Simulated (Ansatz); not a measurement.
Bond stretch in OH (cation, charge +1), triplet.

- UKS-PBE = unrestricted PBE/aug-cc-pVDZ (Ansatz, a first-principles code)
- UKS-PBE0 = unrestricted PBE0/aug-cc-pVDZ in Ansatz
- FCI = full CI/aug-cc-pVDZ, frozen core in Ansatz

Energies relative to the lowest point of each curve near equilibrium, in kcal/mol; the last columns give the error against full CI:

```csv
R / Å,UKS-PBE,UKS-PBE0,FCI,UKS-PBE − FCI,UKS-PBE0 − FCI
0.79,46.6,43.7,43.9,2.7,-0.2
0.82,33.6,31.0,31.1,2.5,-0.1
0.89,13.6,11.8,11.8,1.8,-0.1
0.95,4.6,3.5,3.5,1.1,0.0
0.97,2.8,2.0,2.0,0.8,0.0
1.01,0.7,0.3,0.3,0.4,0.0
1.04,0.0,0.0,0.0,0.0,0.0
1.06,0.0,0.2,0.2,-0.2,0.0
1.10,0.7,1.3,1.3,-0.6,0.0
1.14,2.1,3.2,3.2,-1.0,0.1
1.21,6.0,7.9,7.7,-1.7,0.2
1.28,10.9,13.5,13.2,-2.2,0.3
1.38,18.8,22.2,21.7,-2.9,0.5
1.53,30.6,35.2,34.6,-4.0,0.6
1.71,43.2,48.7,48.9,-5.7,-0.2
1.84,50.5,56.4,57.9,-7.4,-1.5
2.05,59.1,65.9,70.4,-11.2,-4.5
2.28,65.2,73.0,81.2,-16.0,-8.3
2.54,69.4,78.3,90.6,-21.3,-12.4
2.84,71.8,81.9,98.4,-26.7,-16.5
3.10,72.6,83.7,103.1,-30.5,-19.4
3.58,72.3,84.7,107.9,-35.6,-23.2
4.10,70.9,84.4,109.8,-38.9,-25.5
```

UKS-PBE is furthest from FCI at 4.10 (-38.9 kcal/mol, below); its mean absolute error over the points is 9.4 kcal/mol.

UKS-PBE0 is furthest from FCI at 4.10 (-25.5 kcal/mol, below); its mean absolute error over the points is 4.9 kcal/mol.

The unrestricted determinant behind UKS-PBE is spin-contaminated at 1.84 to 4.10 Å (<S²> up to 2.5, against 2.00 for a pure triplet). The unrestricted determinant behind UKS-PBE0 is spin-contaminated at 1.71 to 4.10 Å (<S²> up to 2.5, against 2.00 for a pure triplet).
